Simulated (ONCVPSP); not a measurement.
**Building the ONCV potential for bromine (Br) (Wu-Cohen, scalar-relativistic).**

Br (Z = 35), optimised norm-conserving Vanderbilt (ONCV), made with ONCVPSP 4.0.1 (Wu-Cohen, scalar-relativistic). Core [Ar] 3d10, reference 4s2 4p3.5 (charge +1.5). Waves: 4s: rc 1.50 bohr, ncon 3, nbas 6, qcut 4.9 1/bohr, 3 projectors, debl 3.8 Ha; 4p: rc 1.60 bohr, ncon 4, nbas 9, qcut 5.6 1/bohr, 2 projectors, debl 0.6 Ha. Local part: polynomial inside 1.05 bohr (lpopt 5, dvloc0 0 Ha). Core correction: none.

In the p channel the program set the typed energies aside and used -0.836, 0.250 Ha.

All-electron outer shells of the reference configuration (Wu-Cohen, scalar-relativistic, ld1.x):

| shell | level (eV) | outermost node (bohr) | outermost maximum (bohr) |
| --- | --- | --- | --- |
| 3p | -190.85 | 0.21 | 0.48 |
| 3d | -84.19 | – | 0.43 |
| 4s | -36.05 | 0.67 | 1.39 |
| 4p | -22.76 | 0.70 | 1.60 |

Task: Does the generator finish with these settings?

Result: Yes, a potential is produced and its reference levels are reproduced.

Task: Estimate the cutoffs (Ha) at which the residual kinetic energy of the hardest occupied pseudo-wave falls to 1 and 0.1 mHa per electron.

Result: 13 Ha and 38 Ha.

Task: What does a ghost test show?

Result: No bound ghost flagged; GHOST(+) flagged for s at 190.0 eV.

Task: Tests: 4s2 4p5; 4s2 4p4; 4s2 4p3; 4s2 4p1. Which has the largest error in its energy relative to the reference configuration, and how large is it?

Result: 4s2 4p1, with +13 meV (all-electron minus pseudo) on +92.94 eV.
